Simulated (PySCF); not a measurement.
# Bonding in `C=C[C@@]1(OC=O)C=C[C@H](F)O1`

C7H7FO3.
Numbering: `[CH2:1]=[CH:2][C@@:3]1([O:4][CH:5]=[O:6])[CH:7]=[CH:8][C@H:9]([F:10])[O:11]1` (hydrogens: H12, H13 on C1; H14 on C2; H15 on C5; H16 on C7; H17 on C8; H18 on C9)

Structure used (GFN2-xTB), in Å, numbered top down from 1:
```xyz
18
C7H7FO3 angstrom
C      2.5077   -0.1484   -0.0160
C      1.3743   -0.2810    0.6465
C      0.0285    0.0037    0.0358
O     -0.0379    1.3261   -0.5356
C      0.3135    2.3558    0.2256
O      0.7712    2.3307    1.3233
C     -0.3570   -0.9519   -1.0741
C     -1.5566   -1.4438   -0.8249
C     -2.0678   -0.8255    0.4505
F     -3.0869    0.0622    0.1513
O     -0.9886   -0.1617    1.0016
H      2.5366    0.1947   -1.0374
H      3.4533   -0.3605    0.4494
H      1.3328   -0.5990    1.6755
H      0.1168    3.2747   -0.3547
H      0.2924   -1.1306   -1.9073
H     -2.1492   -2.1201   -1.4088
H     -2.4920   -1.5189    1.1880
```

Bond orders from the PBE0/pcSseg-1 density (PySCF). One conformer (not necessarily the lowest) at the GFN2-xTB geometry, without solvent, vibrations or thermal averaging.

How far do the computed orders between heavy atoms stray from the drawn ones?

The largest departure is 0.185, at C3–O4 (drawn single, 0.815). Drawn single, order below 0.88: C3–O4 (0.815).

Set the Mayer orders of the bonds between heavy atoms beside their lengths.

```csv
bond,drawn as,length (Å),Mayer order
C1–C2,double,1.319,1.937
C2–C3,single,1.505,1.016
C3–O4,single,1.442,0.815
O4–C5,single,1.328,1.099
C5–O6,double,1.190,1.986
C3–C7,single,1.514,1.044
C7–C8,double,1.320,1.837
C8–C9,single,1.507,1.001
C9–F10,single,1.384,0.909
C9–O11,single,1.382,0.998
O11–C3,single,1.412,0.915
```

By pair of heavy elements: C–C: lowest C8–C9 (1.001, 1.507 Å), highest C1–C2 (1.937, 1.319 Å); in 2 of the 10 pairs the longer bond (by over 0.003 Å) has the higher order (by 0.02 or more). C–O: lowest C3–O4 (0.815, 1.442 Å), highest C5–O6 (1.986, 1.190 Å).

And the bonds to hydrogen?

C–H: 0.94 to 0.97 (7 bonds).

Sum the orders of all bonds at each heavy atom with more than one neighbour and set the sums beside the valence in the SMILES.

C1 3.840 (drawn 4), C2 3.911 (drawn 4), C3 3.790 (drawn 4), O4 1.914 (drawn 2), C5 4.022 (drawn 4), C7 3.854 (drawn 4), C8 3.812 (drawn 4), C9 3.856 (drawn 4), O11 1.913 (drawn 2). Orders between atoms that aren't bonded are not in these sums.

Mayer orders depend on the basis set.
